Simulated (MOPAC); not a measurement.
Input file for MOPAC: AM1 on TeC, 2S+1 = 1, a point of a bond scan (R = 1.995 Å).

```
AM1 1SCF PRECISE CHARGE=0 THREADS=1
CTe

C      0.00000000 1     0.00000000 1     0.00000000 1
Te     0.00000000 1     0.00000000 1     1.99534800 1
```

Program output:

```
*******************************************************************************
 **                                                                           **
 **                              MOPAC v23.2.5                                **
 **                                                                           **
 *******************************************************************************
 ** MOPAC's Digital Object Identifier: https://doi.org/10.5281/zenodo.6511958 **
 **                                                                           **
 ** Please cite the open-source release paper for use of this MOPAC version:  **
 ** J. E. Moussa and J. J. P. Stewart (2026)                                  **
 ** MOPAC: An open-source semiempirical molecular orbital program             **
 ** J. Open Source Softw., 11(119), 8025, https://doi.org/10.21105/joss.08025 **
 *******************************************************************************

                              AM1 CALCULATION RESULTS

 *******************************************************************************
 *  AM1        - The AM1 Hamiltonian to be used
 *
 *
 *
 *                 CHARGE ON SYSTEM = 0
 *
 *
 *
 *  PRECISE    - TIGHTER CRITERIA TO BE USED
 *  1SCF       - DO 1 SCF AND THEN STOP
 *  THREADS=1  - MULTI-THREADING NOT USED
 *  T=         - A TIME OF 172800.0 SECONDS REQUESTED
 *  DUMP=N     - RESTART FILE WRITTEN EVERY 7200.0 SECONDS REQUESTED
 *******************************************************************************
AM1 1SCF PRECISE CHARGE=0 THREADS=1
 CTe

   ATOM   CHEMICAL          X               Y               Z
  NUMBER   SYMBOL      (ANGSTROMS)     (ANGSTROMS)     (ANGSTROMS)

     1       C          0.00000000  *   0.00000000  *   0.00000000  *
     2      Te          0.00000000  *   0.00000000  *   1.99534800  *



          CARTESIAN COORDINATES

    NO.       ATOM           X           Y           Z

     1         C          0.0000      0.0000      0.0000
     2        Te          0.0000      0.0000      1.9953

  C: (AM1): M.J.S. DEWAR ET AL, J. AM. CHEM. SOC. 107 3902-3909 (1985)
 Te: (AM1): J. J. P. STEWART, J. MOL. MOD., 10, 155-164 (2004)

           Empirical Formula: C Te  =     2 atoms



      MOLECULAR POINT GROUP   :   C*v


      RHF CALCULATION, NO. OF DOUBLY OCCUPIED LEVELS = 5



 ALL CONVERGERS ARE NOW FORCED ON
 SHIFT=10, PULAY ON, CAMP-KING ON
 AND ITERATION COUNTER RESET



 -------------------------------------------------------------------------------
 AM1 1SCF PRECISE CHARGE=0 THREADS=1
 CTe



     1SCF WAS SPECIFIED, SO BFGS WAS NOT USED
     SCF FIELD WAS ACHIEVED


                              AM1 CALCULATION
                                                       MOPAC v23.2.5 Linux




          FINAL HEAT OF FORMATION =        158.85987 KCAL/MOL =     664.66968 KJ/MOL


          COSMO AREA              =         90.01 SQUARE ANGSTROMS
          COSMO VOLUME            =         76.48 CUBIC ANGSTROMS

          IONIZATION POTENTIAL    =          8.633774 EV
          HOMO LUMO ENERGIES (EV) =         -8.634 -1.236
          NO. OF FILLED LEVELS    =          5
          MOLECULAR WEIGHT        =        139.6110         POINT GROUP:  C*v

          MOLECULAR DIMENSIONS (Angstroms)

            Atom       Atom       Distance
           Te     2    C     1     1.99535
           Te     2    C     1     0.00000
            C     1   Te     2     0.00000


          SCF CALCULATIONS        =          1





   ATOM   CHEMICAL          X               Y               Z
  NUMBER   SYMBOL      (ANGSTROMS)     (ANGSTROMS)     (ANGSTROMS)

     1       C          0.00000000  *   0.00000000  *   0.00000000  *
     2      Te          0.00000000  *   0.00000000  *   1.99534800  *

                             CARTESIAN COORDINATES

   1    C        0.000000000     0.000000000     0.000000000
   2   Te        0.000000000     0.000000000     1.995348000


           Empirical Formula: C Te  =     2 atoms



      MOLECULAR POINT GROUP   :   C*v


                  EIGENVALUES
 -27.75754 -17.85753  -9.49035  -8.63377  -8.63377  -1.23622  -1.23622  -0.17692


              NET ATOMIC CHARGES AND DIPOLE CONTRIBUTIONS

  ATOM NO.   TYPE          CHARGE      No. of ELECS.   s-Pop       p-Pop
    1          C          -0.106288        4.1063     1.87944     2.22685
    2         Te           0.106288        5.8937     1.96742     3.92629
 DIPOLE           X         Y         Z       TOTAL
 POINT-CHG.     0.000     0.000     1.019     1.019
 HYBRID        -0.000    -0.000    -0.160     0.160
 SUM           -0.000    -0.000     0.859     0.859


          ATOMIC ORBITAL ELECTRON POPULATIONS

     Atom    s        px        py        pz
    1  C   1.87944   0.50699   0.50699   1.21287
    2 Te   1.96742   1.49301   1.49301   0.94026

 **********************
 *                    *
 * JOB ENDED NORMALLY *
 *                    *
 **********************




 == MOPAC DONE ==
```

The run finished.

Cost: roughly 0.15 core-seconds.
